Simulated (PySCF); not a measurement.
SnI3, SMILES [I][Sn-]([I])[I], charge -1.

Geometry optimised at B3LYP-D3(BJ)/def2-SVPD. The isomer is the one that the SMILES or the coordinates give; other isomers of the formula were not compared. The def2 effective core potentials stand for the cores of I, Sn; spin–orbit coupling is left out.

Method: B3LYP/def2-SVPD run with PySCF.

Symmetry labels are those of the subgroup Cs that the program uses (full group C3v).

Q: List the valence orbital energies around the gap with their symmetry. (The exact figures need the calculation; the answer reports its results.)

A: 
```
orbital  symmetry  energy (eV)
-------  --------  -----------
HOMO−7         A'        -4.65
HOMO−6         A'        -3.99
HOMO−5         A'        -3.51
HOMO−4         A"        -3.51
HOMO−3         A'        -3.18
HOMO−2         A"        -3.18
HOMO−1         A"        -3.08
HOMO           A'        -2.73
LUMO           A'         1.51
LUMO+1         A"         1.98
LUMO+2         A'         1.98
LUMO+3         A'         2.99
```
